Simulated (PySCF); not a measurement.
Electron correlation in Hg²⁺ (mercury, charge +2)

[Xe] 4f14 5d9 6s1, high-spin 3D determinant (an excited configuration). Computed with PySCF 2.14 in x2c-TZVPPall with one added diffuse shell each of s, p, d, f type (12s8p8d4f1g, 113 functions), with scalar relativity by spin-free X2C-1e. Frozen: [Kr] 4d10 4f14; 18 electrons correlated.

```json
{"level": "CCSD", "correlation energy (mhartree)": "-497.94"}
{"level": "(T)", "correlation energy (mhartree)": "-11.50"}
{"level": "CCSD(T)", "correlation energy (mhartree)": "-509.44"}
```

Diagnostics: T1 = 0.0059, D1 = 0.0208, largest double amplitude 0.017.

Spin-orbit coupling, absent here, splits the open shell strongly.

Cost of the coupled-cluster step: of the order of 110 core-seconds, for 18 correlated electrons.

Iterations:

```
CC2 = 0
CCSD nocc = (np.int64(10), np.int64(8)), nmo = (83, 83)
frozen orbitals [[0, 1, 2, 3, 4, 5, 6, 7, 8, 9, 10, 11, 12, 13, 14, 15, 16, 17, 18, 19, 20, 21, 22, 24, 25, 26, 27, 28, 29, 30], [0, 1, 2, 3, 4, 5, 6, 7, 8, 9, 10, 11, 12, 13, 14, 15, 16, 17, 18, 19, 20, 21, 22, 24, 25, 26, 27, 28, 29, 30]]
max_cycle = 100
direct = 0
conv_tol = 1e-08
conv_tol_normt = 1e-06
diis_space = 8
diis_start_cycle = 0
Init t2, MP2 energy = -0.5130392192597
Init E_corr(UCCSD) = -0.513039219260195
cycle = 1  E_corr(UCCSD) = -0.48988670983014  dE = 0.0231525094  norm(t1,t2) = 0.046338
cycle = 2  E_corr(UCCSD) = -0.498023656297823  dE = -0.00813694647  norm(t1,t2) = 0.00943294
cycle = 3  E_corr(UCCSD) = -0.497637976906907  dE = 0.000385679391  norm(t1,t2) = 0.00332736
cycle = 4  E_corr(UCCSD) = -0.497936083845102  dE = -0.000298106938  norm(t1,t2) = 0.00124367
cycle = 5  E_corr(UCCSD) = -0.497955580412168  dE = -1.94965671e-05  norm(t1,t2) = 0.000484593
cycle = 6  E_corr(UCCSD) = -0.49792555540102  dE = 3.00250111e-05  norm(t1,t2) = 0.000228926
cycle = 7  E_corr(UCCSD) = -0.497936222229652  dE = -1.06668286e-05  norm(t1,t2) = 4.97213e-05
cycle = 8  E_corr(UCCSD) = -0.497936266400712  dE = -4.41710604e-08  norm(t1,t2) = 7.79416e-06
cycle = 9  E_corr(UCCSD) = -0.497935746933329  dE = 5.19467383e-07  norm(t1,t2) = 2.07703e-06
cycle = 10  E_corr(UCCSD) = -0.497935775816545  dE = -2.88832156e-08  norm(t1,t2) = 4.3121e-07
cycle = 11  E_corr(UCCSD) = -0.497935789424478  dE = -1.36079325e-08  norm(t1,t2) = 1.32724e-07
cycle = 12  E_corr(UCCSD) = -0.497935788890762  dE = 5.33715849e-10  norm(t1,t2) = 2.36274e-08
UCCSD converged
E(UCCSD) = -19619.2405143537  E_corr = -0.4979357888907617
UCCSD(T) correction = -0.0114993949053886
```

This basis was not built for core-valence correlation, so the inner-shell part is incomplete.
